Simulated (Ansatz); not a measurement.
Cost and result up the ladder for Si₉H₁₅ (24 atoms). Total charge 0; doublet. Geometry: r2SCAN-D4/def2-SVP.

```xyz
24

Si   -0.7928   -0.0953    2.6194
Si   -0.3861   -2.6223    0.5070
Si    1.3508    2.8563    1.4198
Si   -1.9805   -0.8663    0.7004
Si    0.4984   -0.3915   -3.8409
Si   -1.7102    0.7507   -0.9558
Si    0.4576    0.8160   -1.8226
Si    1.0406   -1.4813    2.0221
Si   -0.3644    2.1846    2.5613
H     0.0297   -1.7885   -3.5969
H     0.1315   -2.9493   -0.8602
H     0.9226    2.2199   -2.0642
H     2.5784    2.0181    1.3201
H     1.6079   -2.3142    3.1291
H    -2.7285    0.6284   -2.0550
H    -1.5399    3.1111    2.5661
H     1.8742   -0.4418   -4.4277
H    -3.4204   -1.2481    0.8635
H    -1.4175   -0.5171    3.9163
H    -0.8938   -3.8796    1.1474
H    -0.4192    0.2558   -4.8271
H     2.1519   -0.7251    1.3673
H     1.3999    0.1788   -0.8487
H     1.6097    4.3008    1.1594
```

Ansatz on 6 threads of Intel Xeon on a shared host. Times are rough, and most runs start from the orbitals of an earlier one. PBE0-D4/def2-TZVP serves as the yardstick here, not as an exact answer. Differences are given only for rows in sets of like size (and for xTB, whose basis is part of the method), since another set adds its own error. Binding counts from free atoms at the same level (Si triplet, H doublet; other spins of the atoms weren't run), without zero-point energy or a counterpoise term.

Another isomer (doublet) lies 2.42 eV lower at PBE0-D4/def2-TZVP; other spin states weren't run for this one.

Run but left out: MP2/def2-SVP (⟨S²⟩ 1.25, where a pure state has 0.75).

```csv
level,functions,wall time,binding energy per atom (eV),difference from PBE0-D4/def2-TZVP (eV)
PBE-D4/def2-SVP,237,14 s,2.98,–
PBE0-D4/def2-SVP,237,28 s,2.97,–
PBE-D4/def2-TZVP (with forces),423,29 s,2.99,0.00
BLYP-D4/def2-TZVP,423,30 s,2.95,-0.03
PBE0-D4/def2-TZVP,423,96 s,2.98,0.00
r2SCAN-D4/def2-TZVP,423,1.9 min,3.01,0.03
```
